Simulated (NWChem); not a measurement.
# BF₂ cation

```xyz
3

F      0.0000     0.0000    -1.2264
B      0.0000     0.0000     0.0000
F      0.0000     0.0000     1.2264
```
Atoms are numbered in this order, from 1.

Computed with NWChem. Geometry: optimised at PBE0-D3(BJ)/def2-TZVP. Level MN15/def2-SVP: energy and gradient on several grids; changes count from the extra-fine grid, which is no exact limit either.

```csv
grid,size of the energy change (μHa),largest change of a gradient component (μHa/bohr)
xcoarse,5000,1000
coarse,100,< 30
medium,< 10,< 30
fine,< 10,< 30
xfine,< 10,< 30
```
